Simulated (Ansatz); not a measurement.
Species: BCl2, charge 1, singlet. BCl2+ (parent SMILES Cl[B]Cl, singlet).
B3LYP-D3(BJ)/def2-TZVP minimum from Ansatz (a program for electronic structure):
```xyz
3

Cl     0.0000     0.0000    -1.6135
B      0.0000     0.0000     0.0000
Cl     0.0000     0.0000     1.6135
```
Charge +1, spin multiplicity 1.

Total energies in cc-pV(D+d)Z, 16 correlated electrons, 11 frozen orbitals. Open shells are spin-unrestricted; no spin-orbit coupling. Cores are frozen in correlated methods. No relativity. The spin of BCl2+ (parent SMILES Cl[B]Cl, singlet) was assumed, and the state is the lowest solution found for it.

```
method    program  energy (Eh)  minus CCSDT(Q) (mEh)
--------  -------  -----------  --------------------
HF         Ansatz   -943.45283                383.18
MP2        Ansatz   -943.79378                 42.24
CCSD       Ansatz   -943.82110                 14.92
CCSD(T)    Ansatz   -943.83419                  1.83
CCSDT(Q)   Ansatz   -943.83602                  0.00
```

Rough core times of Ansatz's runs on a shared machine: CCSD(T) under 20 s, CCSDT(Q) 70 s.
